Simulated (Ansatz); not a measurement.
AlAsClH₅Si (`[AlH2][SiH](Cl)[AsH2]`). Charge 0, multiplicity 1.

Z-matrix (Å, degrees):
```
Si
Cl 1 2.080
As 1 2.371 2 112.1
Al 1 2.457 2 110.1 3 123.9
H 1 1.490 2 105.9 3 -113.5
H 3 1.522 1 92.4 2 53.6
H 3 1.521 1 92.4 2 -39.1
H 4 1.588 1 119.2 2 161.1
H 4 1.585 1 120.0 2 -21.0
```

Task: What are the harmonic wavenumbers in cm⁻¹ at PBE0-D4/def2-TZVP (Ansatz, finite differences of forces, unscaled)? (Best estimate.)

Result: Ansatz gave: 44, 71, 111, 127, 147, 305, 381, 430, 502, 523, 572, 597, 718, 777, 778, 984, 1916, 1936, 2193, 2211, 2223.

Task: Is this a minimum?

Result: Yes, all 21 modes are real.

Task: Give the ideal-gas thermochemistry at 298.15 K and 1 bar (rigid rotor, harmonic oscillator; point group C1, symmetry number 1).

Result: Zero-point energy 105.0 kJ/mol; H(298) − E = 130.1 kJ/mol; entropy 398.9 J/(mol·K), of which translation 172.9, rotation 123.5, vibration 102.4; G(298) − E = 11.1 kJ/mol. Modes under 100 cm⁻¹ are hindered rotations or soft bends, so the harmonic entropy is rough.

Task: And at 400, 500, 600, 800 and 1000 K?

Result: 
```json
{"T (K)": "400", "H − E (kJ/mol)": "143.5", "S (J/mol/K)": "437.4", "G − E (kJ/mol)": "-31.5"}
{"T (K)": "500", "H − E (kJ/mol)": "157.9", "S (J/mol/K)": "469.5", "G − E (kJ/mol)": "-76.9"}
{"T (K)": "600", "H − E (kJ/mol)": "173.3", "S (J/mol/K)": "497.6", "G − E (kJ/mol)": "-125.3"}
{"T (K)": "800", "H − E (kJ/mol)": "206.4", "S (J/mol/K)": "545.1", "G − E (kJ/mol)": "-229.7"}
{"T (K)": "1000", "H − E (kJ/mol)": "241.7", "S (J/mol/K)": "584.4", "G − E (kJ/mol)": "-342.8"}
```
